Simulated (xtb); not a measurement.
C3H12Si3, triplet, at the geometry of the source list (a higher spin typed on purpose: for a closed-shell molecule this is an excited state); xtb with GFN1-xTB.

The xtb input:
```
$ xtb mol.xyz --gfn 1 --uhf 2 --json

# file mol.xyz
18

C     -0.72460000     1.31960000    -1.00190000
Si     1.06930000     1.46630000    -0.39030000
C      1.77620000    -0.28610000    -0.18240000
Si     0.74920000    -1.39110000     0.97430000
C     -1.03470000    -1.44820000     0.31980000
Si    -1.83250000     0.26650000     0.12820000
H     -0.72540000     0.88890000    -2.00320000
H     -1.15400000     2.31480000    -1.10240000
H      1.87740000     2.23090000    -1.35800000
H      1.10240000     2.17480000     0.89700000
H      1.84440000    -0.76110000    -1.16110000
H      2.79630000    -0.22150000     0.19210000
H      1.31940000    -2.75010000     1.02070000
H      0.76470000    -0.83970000     2.33660000
H     -1.64380000    -2.05720000     0.98550000
H     -1.04410000    -1.95530000    -0.64500000
H     -1.95900000     0.90910000     1.44410000
H     -3.18120000     0.13960000    -0.45400000
```

Q: What does xtb print? Leave out banner, timings and long lists.

A: 
```
   ID    Z sym.   atoms
    1    6 C      1, 3, 5
    2   14 Si     2, 4, 6
    3    1 H      7-18

           -------------------------------------------------
          |                Calculation Setup                |
           -------------------------------------------------

           -------------------------------------------------
          |                 G F N 1 - x T B                 |
           -------------------------------------------------

          ...................................................
          :                      SETUP                      :
          :.................................................:
          :  # basis functions                  66          :
          :  # atomic orbitals                  63          :
          :  # shells                           39          :
          :  # electrons                        36          :
          :  # halogen bonds                     0          :
          :  max. iterations                   250          :
          :  Hamiltonian                  GFN1-xTB          :
          :  restarted?                      false          :
          :  GBSA solvation                  false          :
          :  PC potential                    false          :
          :  electronic temp.          300.0000000     K    :
          :  accuracy                    1.0000000          :
          :  -> integral cutoff          0.2500000E+02      :
          :  -> integral neglect         0.1000000E-07      :
          :  -> SCF convergence          0.1000000E-05 Eh   :
          :  -> wf. convergence          0.2000000E-04 e    :
          :  Broyden damping             0.4000000          :
          :  net charge                          0          :
          :  unpaired electrons                  2          :
          ...................................................

 iter      E             dE          RMSdq      gap      omega  full diag
   1    -18.3319582 -0.183320E+02  0.712E+00    0.00       0.0  T
   2    -18.3631550 -0.311968E-01  0.438E+00    0.00       1.0  T
   3    -18.3626397  0.515355E-03  0.390E-01    0.00       1.0  T
   4    -18.3640729 -0.143326E-02  0.884E-02    0.00       1.0  T
   5    -18.3591672  0.490570E-02  0.329E-01    0.03       1.0  T
   6    -18.3642429 -0.507563E-02  0.226E-02    0.00       1.0  T
   7    -18.3639416  0.301303E-03  0.802E-02    0.01       1.0  T
   8    -18.3642435 -0.301954E-03  0.137E-02    0.00       1.7  T
[...]
         :: total energy             -18.155280544040 Eh    ::
[...]
    14H    -0.07074  0.01425   1.071  0.000  0.000
    15H     0.03818  0.09965   0.962  0.000  0.000
    16H     0.05099  0.11283   0.949  0.000  0.000
    17H    -0.07077  0.01419   1.071  0.000  0.000
    18H    -0.04860  0.03459   1.049  0.000  0.000

Wiberg/Mayer (AO) data.
largest (>0.10) Wiberg bond orders for each atom

 ---------------------------------------------------------------------------
     #   Z sym  total        # sym  WBO       # sym  WBO       # sym  WBO
 ---------------------------------------------------------------------------
     1   6 C    3.757 --     6 Si   0.909     2 Si   0.909     7 H    0.890
                             8 H    0.886
     2  14 Si   4.142 --    10 H    0.920     1 C    0.909     3 C    0.909
                             9 H    0.872     4 Si   0.131     6 Si   0.131
     3   6 C    3.756 --     4 Si   0.909     2 Si   0.909    11 H    0.890
                            12 H    0.886
     4  14 Si   4.142 --    14 H    0.920     3 C    0.909     5 C    0.909
                            13 H    0.872     2 Si   0.131     6 Si   0.131
     5   6 C    3.757 --     6 Si   0.909     4 Si   0.909    16 H    0.890
                            15 H    0.886
     6  14 Si   4.143 --    17 H    0.920     5 C    0.909     1 C    0.909
                            18 H    0.872     4 Si   0.131     2 Si   0.131
     7   1 H    1.010 --     1 C    0.890
     8   1 H    1.027 --     1 C    0.886
     9   1 H    0.940 --     2 Si   0.872
    10   1 H    0.985 --     2 Si   0.920
    11   1 H    1.010 --     3 C    0.890
    12   1 H    1.027 --     3 C    0.886
    13   1 H    0.940 --     4 Si   0.872
    14   1 H    0.985 --     4 Si   0.920
    15   1 H    1.027 --     5 C    0.886
    16   1 H    1.010 --     5 C    0.890
    17   1 H    0.985 --     6 Si   0.920
    18   1 H    0.940 --     6 Si   0.872
 ---------------------------------------------------------------------------

Topologies differ in total number of bonds
Writing topology from bond orders to xtbtopo.mol

 dipole moment from electron density (au)
     X       Y       Z
   0.0187  -0.4709  -0.9816  total (Debye):    2.768

           -------------------------------------------------
          | TOTAL ENERGY              -18.155280544040 Eh   |
          | GRADIENT NORM               0.054075974039 Eh/α |
          | HOMO-LUMO GAP               0.000157186437 eV   |
           -------------------------------------------------

normal termination of xtb
```
